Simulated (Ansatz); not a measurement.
Process, species as SMILES: [F][Ge] (F-Ge) → F atom + Ge atom
B3LYP-D3(BJ)/def2-TZVP geometries, fixed; electronic energies without zero-point terms.
Largest species:
```xyz
2

Ge     0.0000     0.0000    -0.3885
F      0.0000     0.0000     1.3814
```
Charge 0, spin multiplicity 2.

How fast the atomisation energy converges with the basis for several methods (Ansatz, a program for electronic structure): deviation from each method's own reference, in kcal/mol. References: CCSD(T) 124.62 kcal/mol, Hartree-Fock in aug-cc-pVQZ plus the correlation part extrapolated as X^-3 from aug-cc-pVTZ and aug-cc-pVQZ; HF 79.14 kcal/mol, the value in pcseg-4; MP2 131.67 kcal/mol, Hartree-Fock in aug-cc-pVQZ plus the correlation part extrapolated as X^-3 from aug-cc-pVTZ and aug-cc-pVQZ; PBE 129.96 kcal/mol, the value in aug-cc-pV5Z; PBE0 121.23 kcal/mol, the value in aug-cc-pV5Z; r2SCAN 124.80 kcal/mol, the value in aug-cc-pV5Z. Cartesian d functions, on some or all atoms, in 3-21G, 6-31G; all else is spherical. In correlated methods cores are frozen (with 3d on Ga to Br). Open shells are unrestricted. No added dispersion term, no relativity. 

```
basis        functions  CCSD(T)      HF     MP2    PBE    PBE0  r2SCAN
-----------  ---------  -------  ------  ------  -----  ------  ------
3-21G               32   -22.18  -10.40  -27.37   0.23   -4.22   -1.49
6-31G               38   -24.57  -15.02  -27.95  -8.53  -11.35   -9.15
pcseg-1             41   -16.74   -6.76  -15.82  -4.29   -5.21   -4.93
def2-SVP            46   -15.38   -5.01  -15.89  -1.60   -3.05   -3.29
aug-pcseg-1         59    -8.96   -1.77   -8.07  -2.73   -2.35   -2.16
aug-cc-pVDZ         59    -9.46   -2.40   -9.01  -2.89   -2.71   -2.66
cc-pVTZ             73    -7.39   -2.32   -7.32  -0.83   -1.39   -1.27
def2-TZVPPD         94    -4.65   -0.61   -4.48  -0.15   -0.29   -0.30
aug-pcseg-2        105    -3.90   -0.43   -3.76  -0.37   -0.35   -0.30
aug-cc-pVTZ        105    -3.93   -0.93   -3.71  -0.64   -0.67   -0.55
def2-QZVPP         146    -2.57   -0.36   -2.49  -0.21   -0.21   -0.23
def2-QZVPPD        161    -2.27   -0.20   -2.17  -0.06   -0.06   -0.09
```

Mean absolute deviation over cc-pVTZ, def2-TZVPPD, aug-pcseg-2, aug-cc-pVTZ: PBE 0.50, r2SCAN 0.61, PBE0 0.67, HF 1.07, MP2 4.82, CCSD(T) 4.97 kcal/mol.
